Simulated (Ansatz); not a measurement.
def2 core potentials replace the inner electrons of Sb.

Z-matrix (Å, degrees):
```
Sb
O 1 2.0059
H 2 0.9711 1 108.99
O 1 2.0095 2 96.08 3 -15.61
H 4 0.9688 1 111.66 2 -83.98
```
Charge 0, spin multiplicity 2.

Task: Estimate the dipole moment, total energy and highest occupied spin orbital that PBE0-D3(BJ)/def2-TZVP // B3LYP-D3(BJ)/def2-SVP in Ansatz (a program for electronic structure) returns for this input.

Result: 
```
Property                             Result
-----------------------------  ------------
dipole moment                        1.41 D
total energy                   -391.8348 Ha
highest occupied spin orbital      -5.71 eV
```
